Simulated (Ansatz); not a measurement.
Consider the redistribution: `[OH][SnH2][O][SiH3]` + `N=C(O)[SiH3]` → `[OH][SnH2][OH]` + `N=C([SiH3])O[SiH3]`.

Gas-phase electronic energies from Ansatz, PBE0-D4/def2-TZVP geometries. CBS: MP2 limit from def2 TZ/QZ plus the TZ coupled-cluster correction, frozen cores. DFT in def2-TZVPP. def2 core potentials past Kr. For Sn outer-core shells are correlated without core-valence functions, which leaves a few kJ/mol of doubt a bond. Each species was taken in one conformer, which may not be the lowest.

`[OH][SnH2][O][SiH3]`:

Cartesian coordinates in Å:
```
O 0.237 0.003 -2.313
Sn 0.595 -1.191 -0.805
O 0.451 -0.094 0.807
Si -0.663 0.919 1.435
H 0.891 0.697 -2.423
H 2.206 -1.732 -0.800
H -0.670 -2.319 -0.833
H -0.481 2.305 0.923
H -0.519 0.935 2.915
H -2.047 0.478 1.093
```

`N=C(O)[SiH3]`:

Cartesian coordinates in Å:
```
N -0.943 -1.076 -0.955
C -0.634 -0.149 -0.152
O -1.609 0.577 0.427
Si 1.107 0.396 0.383
H -0.122 -1.547 -1.323
H -2.451 0.229 0.095
H 2.066 -0.494 -0.317
H 1.335 1.808 -0.010
H 1.251 0.255 1.852
```

`[OH][SnH2][OH]`:

Cartesian coordinates in Å:
```
O -0.138 1.513 0.727
Sn 0.406 -0.315 0.269
O -0.678 -0.880 -1.266
H 0.006 2.142 0.015
H 1.997 -0.367 -0.328
H 0.027 -1.204 1.667
H -1.620 -0.889 -1.083
```

`N=C([SiH3])O[SiH3]`:

Cartesian coordinates in Å:
```
N 0.479 -0.747 -1.138
C 0.293 -0.292 0.029
Si 1.158 -0.798 1.644
O -0.625 0.677 0.199
Si -1.462 1.215 -1.170
H 1.188 -1.472 -1.167
H 0.148 -1.306 2.604
H 1.854 0.378 2.219
H 2.135 -1.864 1.307
H -0.546 1.828 -2.158
H -2.353 2.251 -0.596
H -2.269 0.131 -1.772
```

Q: Is it downhill or uphill in electronic energy at CCSD(T)/CBS, and by how much? (Best estimate.)

A: Ansatz gave: Uphill: ΔE = +5.2 kcal/mol.

Q: What do these levels give: PBE-D4, PBE0-D4, ωB97M-V, HF/def2-QZVPP, MP2/def2-QZVPP, HF/CBS(def2)? (Best estimate.)

A: The calculation gave: PBE-D4 4.1, PBE0-D4 4.9, ωB97M-V 4.9, HF/def2-QZVPP 7.8, MP2/def2-QZVPP 5.0, HF/CBS(def2) 7.9 kcal/mol.

Largest T1 diagnostic among the species: 0.014.

From PBE to PBE0 (25 % exact exchange), in def2-TZVPP and without D4, ΔE moves by +0.8 kcal/mol. In def2-TZVPP, CCSD(T) changes the Hartree–Fock value by −2.6 kcal/mol (the triples alone add −0.4 kcal/mol) and MP2 by −2.8 kcal/mol.
